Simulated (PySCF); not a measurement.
**Exercise with solution: chemical shift, span and skew from a shielding tensor**

C₃H₇Br, SMILES CC(C)Br. Atoms are numbered in the order given.

```xyz
11

C      1.5613    -0.1261    -1.2727
C      0.9300     0.4098     0.0000
C      1.5613    -0.1261     1.2727
Br    -1.0185    -0.0252     0.0000
H      1.4981    -1.2245    -1.3110
H      2.6275     0.1585    -1.2990
H      1.0730     0.2810    -2.1692
H      0.9348     1.5083     0.0000
H      1.4981    -1.2245     1.3110
H      2.6275     0.1585     1.2990
H      1.0730     0.2810     2.1692
```
Charge 0, spin multiplicity 1.

Geometry: B3LYP-D3(BJ)/def2-SVP.

GIAO shieldings from KT2/pcSseg-1 run with PySCF, non-relativistic, no solvent. The symmetric part of the tensor of C1 has the principal values 129.1, 143.9, 181.7 ppm. The same nucleus in TMS has σ = 185.1 ppm at this level (PySCF, at its B3LYP-D3(BJ)/def2-TZVP geometry). Without spin–orbit terms, shifts of atoms bonded to Cl or Br come out too high.

Problem. Work out the isotropic shielding, the ¹³C shift against TMS, the span and the skew.

Solution. 
σ(iso) = (σ11 + σ22 + σ33)/3 = 151.6 ppm. δ = σ(ref) − σ(iso) = 185.1 − (151.6) = 33.5 ppm.
Span Ω = σ33 − σ11 = 52.6 ppm. Skew κ = 3(σ(iso) − σ22)/Ω = 0.44. Tumbling in solution averages the tensor to δ; in a static solid the shielding alone would spread this spin-1/2 line over Ω.
